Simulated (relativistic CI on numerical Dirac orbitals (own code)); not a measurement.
Method of calculation: Dirac-Coulomb-Breit CI, separate exchange-only KLI orbitals for each configuration, model QED, valence Slater integrals scaled by 0.85, P86 correlation estimate, and configurations built on the next ion tied to the tabulated ionisation energy (semi-empirical) (own radial code, finite nucleus).

CI space (outside the closed core [Kr]): 4d10, 4d9 5s, 4d9 5p, 4d9 5d, 4d9 6s, 4d9 4f, 4d9 5f, 4d8 4f2, 4d8 5s2, 4d9 6p, 4d9 6d, 4d8 5s 5p, 4d9 5g, 4d9 6f, 4d9 6g, 4d8 5p2, 4d8 5s 5d, 4d8 4f 5s, 4d8 5p 5d. Levels of other configurations are missing.

Configurations that consist of the next ion and one excited electron were tied to the tabulated ionisation energy; Rydberg ones are usually within 1,000 to 3,000 cm⁻¹ and the lowest ones within about 6,000 (9,000 in d shells), while levels on excited terms of the next ion carry the error of that term, and the other configurations can be misplaced by 10,000 cm⁻¹ or more. Rates follow the energies as ν³ (E1, M1) or ν⁵ (E2), so rates, branching and lifetimes can be off by large factors. 13 of the 16 excited levels that our extract of the measured tables holds in this range could be paired (the sources list more); they are missed by 13246 cm⁻¹ on average and 28032 at most, and levels without a partner can miss by more.

Outline of the computed level scheme of Sn V. Lowest level of each configuration: 4d10 1S_0 at 0.0000 eV; 4d9 5s 3D_3 at 24.1725 eV; 4d9 5p 3P°_2 at 33.4325 eV; 4d9 5d 3S_1 at 47.3349 eV; 4d8 5s2 3F_4 at 50.4716 eV; 4d9 6s 3D_3 at 50.6225 eV; 4d9 4f 3P°_0 at 52.0371 eV.

Some strong electric-dipole decays among the lowest 45 levels: 4d9 5p 1P°_1 → 4d10 1S_0 (1.7e+10 s⁻¹); 4d9 5d 3G_5 → 4d9 5p 3F°_4 (5.6e+09 s⁻¹); 4d9 5d 3G_4 → 4d9 5p 3F°_3 (5.5e+09 s⁻¹); 4d9 5d 3G_4 → 4d9 5p 3F°_3 (5.4e+09 s⁻¹); 4d9 5d 3S_1 → 4d9 5p 3P°_2 (4.9e+09 s⁻¹); 4d9 5d 3P_2 → 4d9 5p 3P°_2 (4.1e+09 s⁻¹); 4d9 5d 3F_3 → 4d9 5p 3D°_2 (3.8e+09 s⁻¹); 4d9 5d 3F_4 → 4d9 5p 3D°_3 (3.7e+09 s⁻¹).

LS names give the leading component of a level, which can be under half, so a name can repeat, a term be missing and a line seem to break the LS rules.
